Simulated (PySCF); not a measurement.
First SCF of a structure search on singlet Cu2O2, at a hand-made rhombic ring geometry. PySCF input:

```python
from pyscf import gto, scf, dft
mol = gto.M(atom='''
Cu     1.265100     0.000000     0.000000
Cu    -1.265100     0.000000     0.000000
O      0.000000     1.356700     0.000000
O      0.000000    -1.356700     0.000000''',
    basis={'Cu': 'def2-TZVP', 'O': 'def2-TZVP'},
    charge=0, spin=0)
mf = dft.RKS(mol, xc='PBE0')
mf.grids.atom_grid = (50, 194)
aux = {'Cu': 'def2-universal-JKFIT', 'O': 'def2-universal-JKFIT'}
mf = mf.density_fit(auxbasis=aux)
mf.conv_tol = 1e-08
mf.diis_space = 10
mf.max_cycle = 60
mf.init_guess = 'minao'
mf.verbose = 4
mf.kernel()
```

Excerpt of the output (cycles and frontier levels):

```
init E= -3430.12621798887
  HOMO = -0.0880061515138661  LUMO = -0.0748535698751867  gap/eV = 0.35790
cycle= 1 E= -3427.00035955617  delta_E= 3.13  |g|=  6.1  |ddm|= 2.64
  HOMO = -0.2297689061412  LUMO = -0.175570469486443  gap/eV = 1.47481
cycle= 2 E= -3412.85911729297  delta_E= 14.1  |g|=   12  |ddm|= 9.43
  HOMO = -0.487656820290413  LUMO = -0.434930644555088  gap/eV = 1.43475
cycle= 3 E= -3430.34186157585  delta_E= -17.5  |g|= 1.98  |ddm|= 8.52
  HOMO = -0.0895179783509923  LUMO = -0.0579314341907775  gap/eV = 0.85951
cycle= 4 E= -3427.84398298939  delta_E=  2.5  |g|= 3.21  |ddm|= 2.98
  HOMO = -0.279188900601251  LUMO = -0.186548327860962  gap/eV = 2.52088
cycle= 5 E= -3430.79906369453  delta_E= -2.96  |g|= 0.232  |ddm|= 2.67
  HOMO = -0.244042367087584  LUMO = -0.137613740966742  gap/eV = 2.89607
cycle= 6 E= -3430.81174464736  delta_E= -0.0127  |g|= 0.0473  |ddm|= 0.225
  HOMO = -0.248512690404278  LUMO = -0.139766742169918  gap/eV = 2.95913
cycle= 7 E= -3430.81196529569  delta_E= -0.000221  |g|= 0.0208  |ddm|= 0.0498
  HOMO = -0.249933207372239  LUMO = -0.140202167139307  gap/eV = 2.98593
cycle= 8 E= -3430.81203918372  delta_E= -7.39e-05  |g|= 0.00551  |ddm|= 0.0125
  HOMO = -0.25056081378419  LUMO = -0.140684898300414  gap/eV = 2.98988
cycle= 9 E= -3430.81204491839  delta_E= -5.73e-06  |g|= 0.00195  |ddm|= 0.0034
  HOMO = -0.250646594013715  LUMO = -0.140745375405224  gap/eV = 2.99056
cycle= 10 E= -3430.81204567199  delta_E= -7.54e-07  |g|= 0.000191  |ddm|= 0.00151
  HOMO = -0.250669302704653  LUMO = -0.140768840457973  gap/eV = 2.99054
cycle= 11 E= -3430.81204567825  delta_E= -6.26e-09  |g|= 8.05e-05  |ddm|= 0.000173
  HOMO = -0.250659903915604  LUMO = -0.140764551620933  gap/eV = 2.99040
Extra cycle  E= -3430.81204566894  delta_E= 9.31e-09  |g|= 0.000299  |ddm|= 0.000146
converged SCF energy = -3430.81204566894
```

No lower solution of this spin was found from smeared starts or by a stability analysis within the restricted form, which does not test spin polarisation.

At the minimum of this search the closed-shell solution is unstable towards spin polarisation, so a lower open-shell solution exists.

The search for the lowest solution, 3 starts and the stability check together, took 20 s on 4 threads of a shared Intel Xeon Platinum 8259CL @ 2.50GHz (Skylake/Cascade Lake) host, with 152 basis functions; the process peaked at 0.65 GiB.
